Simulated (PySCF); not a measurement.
## A small calculation by hand: entropy of an ideal gas

BeH2, SMILES [BeH2].

The structure is a stationary point at PBE-D3(BJ)/def2-TZVPD. The isomer is the one that the SMILES or the coordinates give; other isomers of the formula were not compared.

PBE-D3(BJ)/def2-TZVPD in PySCF gives the harmonic wavenumbers 708, 708, 1977, 2195 cm⁻¹ and the rotational temperature 6.6876 K. The molar mass is 11.03 g/mol, the symmetry number 2, the spin multiplicity 1.

Task: Work out the entropy at 298.15 K and 1 atm in the rigid-rotor, harmonic-oscillator model.

Result: 
Translation (Sackur–Tetrode at 1 atm): S = R[1.5 ln M + 2.5 ln T − 1.16487] = 138.7 J/(mol K).
Rotation: q = T/(σ θ) = 22.3, S = R[ln q + 1] = 34.1 J/(mol K).
Vibration: with u = 1.4388 ν/T, each mode gives R[u/(e^u − 1) − ln(1 − e^−u)]:
```tsv
ν (cm⁻¹)	modes	u	S (J/(mol K))
708	2	3.42	2.48
1977	1	9.54	0.01
```
The stiffer modes add less than 0.005 each. Sum 2.5 J/(mol K).
Spin: R ln 1 = 0.0 J/(mol K).
Total 175.3 J/(mol K); the program's own thermochemistry gives 175.3. Translation makes up 79 % and vibration 1 %. Anharmonicity, hindered rotation and orbital degeneracy are left out.
